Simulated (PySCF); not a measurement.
UHF on Hf- (hafnium, charge -1)

Configuration: [Xe] 4f14 5d3 6s2, high-spin 4F determinant. Calculation: PySCF 2.14, in aug-cc-pVTZ-PP with ECP60MDF; a scalar-relativistic core potential.

| Property | Result |
| --- | --- |
| Total energy | -47.910016 hartree |
| One-electron energy | -82.0472 hartree |
| Hartree (Coulomb) energy | 39.6730 hartree |
| Exchange energy | -5.5358 hartree |
| ⟨S²⟩ | 4.0812 |
| ⟨L²⟩ | 12.039 |
| Sum of ⟨r⟩ | 29.32 bohr |
| Sum of ⟨r²⟩ | 116.2 bohr² |

| shell | electrons | mean orbital energy (eV) | rms radius, mean of both spins (bohr) |
| --- | --- | --- | --- |
| 5s α | 1 | -73.894 | 1.23 |
| 5s β | 1 | -72.009 | 1.23 |
| 5p α | 3 | -38.525 | 1.46 |
| 5p β | 3 | -35.407 | 1.46 |
| 6s α | 1 | -2.655 | 6.05 |
| 5d α | 3 | -1.487 | 3.01 |
| 6s β | 1 | 0.039 | 6.05 |

Energies and moments cover only the electrons outside the core potential. Spin-orbit coupling, absent here, splits the open shell strongly. ⟨S²⟩ = 4.08 against 3.75 shows spin contamination. The configuration of this anion was assumed by filling the next shell in order. It is not the known or likely ground configuration (Ca⁻, Sr⁻ and Ba⁻, for instance, bind a p electron), so these values are not the electron affinity of the element. At UHF the highest occupied level has a positive energy, so only the finite basis holds that electron.
